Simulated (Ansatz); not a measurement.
Breaking a bond: BrBe (cation, charge +1), lowest singlet found (which spin is the ground state isn't settled by this scan).

Levels of theory: UCCSD(T) = Ansatz (a first-principles code) with CCSD(T) on UHF/cc-pVDZ, cores with 3d frozen; UKS-PBE = unrestricted PBE/cc-pVDZ in Ansatz; RKS-B3LYP = restricted B3LYP/cc-pVDZ (Ansatz).

Total energies in hartree (comparable only within one method and basis):

```tsv
R / Å	UCCSD(T)	UKS-PBE	RKS-B3LYP
1.55	-2586.81315	-2588.06752	-2588.52121
1.67	-2586.86496	-2588.11644	-2588.56953
1.79	-2586.88769	-2588.13748	-2588.58996
1.89	-2586.89251	-2588.14158	-2588.59356
1.98	-2586.88974	-2588.13855	-2588.59010
2.05	-2586.88445	-2588.13323	-2588.58448
2.13	-2586.87613	-2588.12503	-2588.57596
2.18	-2586.87009	-2588.11912	-2588.56986
2.23	-2586.86363	-2588.11280	-2588.56338
2.33	-2586.85002	-2588.09947	-2588.54976
2.43	-2586.83605	-2588.08588	-2588.53596
2.56	—	-2588.06892	-2588.51862
2.73	—	-2588.05005	-2588.49799
2.90	—	-2588.03563	-2588.48023
```

Dashes: no converged value, or the column stops at the first point that the program doubted or that broke a chosen test of continuity, which isn't proof of a fault.

The scan ran from 1.55 to 7.40 Å; beyond the distances shown full CI changes its symmetry label. The unrestricted determinant behind UCCSD(T) is spin-contaminated at 2.43 to 2.90 Å (<S²> up to 1.0, against 0.00 for a pure singlet). The unrestricted determinant behind UKS-PBE is spin-contaminated at 2.56 to 2.90 Å (<S²> up to 0.6, against 0.00 for a pure singlet). The restricted form behind RKS-B3LYP keeps the bonding electrons paired and can't separate into open-shell fragments.
